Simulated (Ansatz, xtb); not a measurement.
## Relative energy of two isomers of C3H6BFO

We compare I, `C=CCB(O)F`, a singlet, with II, `C=CCOBF`, a singlet. Both are isolated molecules in the gas phase, relaxed with PBE-D3(BJ)/def2-SVP; the shapes shown needn't be the lowest conformers.

I (Å):

```yaml
atoms:
  - { symbol: C, position_ang: [-1.1425, -2.3425, -0.3152] }
  - { symbol: C, position_ang: [-0.0017, -1.7151, 0.0221] }
  - { symbol: C, position_ang: [0.0920, -0.3619, 0.6738] }
  - { symbol: B, position_ang: [0.7962, 0.6902, -0.2696] }
  - { symbol: F, position_ang: [2.0012, 0.4051, -0.8145] }
  - { symbol: O, position_ang: [0.2190, 1.8886, -0.5509] }
  - { symbol: H, position_ang: [-1.1309, -3.3251, -0.8118] }
  - { symbol: H, position_ang: [-2.1295, -1.8976, -0.1036] }
  - { symbol: H, position_ang: [0.9620, -2.2022, -0.2153] }
  - { symbol: H, position_ang: [-0.9054, 0.0083, 0.9839] }
  - { symbol: H, position_ang: [0.7208, -0.4332, 1.5928] }
  - { symbol: H, position_ang: [0.7750, 2.4249, -1.1481] }
```

II (Å):

```xyz
12

C    -1.8675   -0.7891    1.9335
C    -0.8678    0.1047    1.8614
C    -0.8688    1.2976    0.9505
B     0.3085    0.7605   -1.1149
F    -0.8091    0.2296   -1.6361
O     0.3089    1.3083    0.1212
H    -2.7652   -0.6977    1.2990
H    -1.8310   -1.6408    2.6302
H     0.0295   -0.0089    2.4958
H    -0.8290    2.2363    1.5437
H    -1.7899    1.3155    0.3308
H     1.3332    0.7694   -1.7638
```

Quicker runs give these differences E(II) − E(I): GFN2-xTB −0.045 eV; HF/STO-3G +0.351 eV (at GFN2-xTB geometries); r2SCAN-D4/def2-SVP +0.942 eV (at GFN2-xTB geometries).

Q: Estimate which is lower in electronic energy at CCSD(T)/def2-SVP + ΔMP2/def2-TZVPP, and by roughly how much.

A: The CCSD(T)/def2-SVP + ΔMP2/def2-TZVPP calculation puts structure I lower, by 0.906 eV.

How the difference moves with the method:

| level | geometry | E(II) − E(I) (eV) | departure from the last row (eV) | job, with rough time for the two |
| --- | --- | --- | --- | --- |
| GFN2-xTB | GFN2-xTB | −0.045 | −0.951 | optimisation, 0.37 s |
| HF/STO-3G | GFN2-xTB | +0.351 | −0.556 | single point, 0.47 s |
| r2SCAN-D4/def2-SVP | GFN2-xTB | +0.942 | +0.035 | single point, 2.8 s |
| PBE-D3(BJ)/def2-SVP | PBE-D3(BJ)/def2-SVP | +0.900 | −0.006 | optimisation, 45 s |
| HF/def2-SVP | PBE-D3(BJ)/def2-SVP | +0.848 | −0.058 | part of the CCSD(T) run |
| MP2/def2-SVP | PBE-D3(BJ)/def2-SVP | +0.951 | +0.044 | part of the CCSD(T) run |
| CCSD(T)/def2-SVP | PBE-D3(BJ)/def2-SVP | +0.881 | −0.026 | single point |
| CCSD(T)/def2-SVP + ΔMP2/def2-TZVPP | PBE-D3(BJ)/def2-SVP | +0.906 |  | single point, 43 s |

As drawn, II has 1 C–O, 1 B–H in place of 1 C–B, 1 O–H.

GFN2-xTB puts the two in the other order. The largest departure from CCSD(T)/def2-SVP + ΔMP2/def2-TZVPP is that of GFN2-xTB, 0.951 eV. The last row adds to CCSD(T) the change of the MP2 difference between the two basis sets, here +0.026 eV.

With thermal terms from frequencies at re-optimised GFN2-xTB minima (ideal gas, soft modes damped towards free rotors, one conformer each, 298.15 K, 1 atm): on the last row, ΔE + ΔZPE = +0.880, ΔH = +0.877, ΔG = +0.883 eV.

The correlated steps freeze 6 core orbitals. Run with Ansatz 0.2.0, xtb 6.7.1; the last row on 2 threads of Intel(R) Xeon(R) Processor @ 2.70GHz on a shared host.
